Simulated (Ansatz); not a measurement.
One change: `[F][AlH][O][SiH3]` becomes `[F][AlH][S][SiH3]`.

Ansatz, PBE0-D4/def2-TZVP geometries, multiplicity 1. Each molecule was computed in one conformer, which needn't be the lowest.

```tsv
property	`[F][AlH][O][SiH3]`
HOMO–LUMO gap (ωB97M-V/def2-TZVPP) / eV	12.11
LUMO energy (B3LYP/def2-TZVPP) / eV	-0.91
LUMO energy (PBE/def2-TZVPP) / eV	-1.44
LUMO energy (ωB97M-V/def2-TZVPP) / eV	0.88
HOMO energy (ωB97M-V/def2-TZVPP) / eV	-11.23
HOMO–LUMO gap (PBE0/def2-TZVPP) / eV	8.28
```

(1) Give the same properties after the change, and the shifts. (Estimate.)

## Answers

(1) The calculation gave: 
```csv
property,`[F][AlH][S][SiH3]`,shift
HOMO–LUMO gap (ωB97M-V/def2-TZVPP) / eV,10.65,-1.46
LUMO energy (B3LYP/def2-TZVPP) / eV,-1.29,-0.38
LUMO energy (PBE/def2-TZVPP) / eV,-1.84,-0.40
LUMO energy (ωB97M-V/def2-TZVPP) / eV,0.52,-0.36
HOMO energy (ωB97M-V/def2-TZVPP) / eV,-10.14,1.09
HOMO–LUMO gap (PBE0/def2-TZVPP) / eV,6.91,-1.37
```

With PBE0 the HOMO rises by 0.93 eV and the LUMO falls by 0.44 eV, so the gap narrows by about 1.37 eV. PBE moves the HOMO by 0.67 eV and ωB97M-V by 1.09 eV.

B3LYP here is the variant with VWN-RPA as its local correlation; programs differ in this.
